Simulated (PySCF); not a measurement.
# How the method changes the constants of AsO

State: ²Π (doublet), unpaired electrons π ↑. Set-up: As aug-pcseg-1, O aug-pcseg-1; no relativity (PySCF 2.14). De refers to As + O in their high-spin ground configurations, without counterpoise correction. The functionals are run spin-unrestricted. A positive dipole means As(−)O(+). Levels whose curve was spin-contaminated or gave no clean fit are not listed.

| Level | Re (Å) | ωe (cm⁻¹) | De (eV) | μ (D) |
| --- | --- | --- | --- | --- |
| UHF | 1.605 | 1096 | 0.75 | -3.24 |
| PBE | 1.671 | 909 | 5.26 | -2.47 |
| BP86 | 1.672 | 907 | 5.31 | -2.46 |
| r²SCAN | 1.652 | 954 | 4.70 | -2.50 |
| B3LYP | 1.653 | 953 | 4.71 | -2.71 |
| PBE0 | 1.642 | 984 | 4.44 | -2.67 |
| M06 | 1.641 | 983 | 4.80 | -2.91 |
| CAM-B3LYP | 1.637 | 998 | 4.62 | -2.81 |

Q: What does a quarter of exact exchange do here, going from PBE to PBE0?

A: PBE0 less PBE: -2.9 pm in Re, +8.3 % in ωe, -0.82 eV in De. Exact exchange removes part of the self-interaction that spreads semilocal densities, and in most molecules shortens and stiffens the bond and lowers De; so it does here.

Q: What does the step from GGA to meta-GGA do here, going from PBE to r²SCAN?

A: r²SCAN less PBE: -1.9 pm in Re, +5.0 % in ωe, -0.56 eV in De. 

Spin–orbit coupling is left out. The state is the lowest determinant that a PBE0 search found; another state may lie lower at other levels.
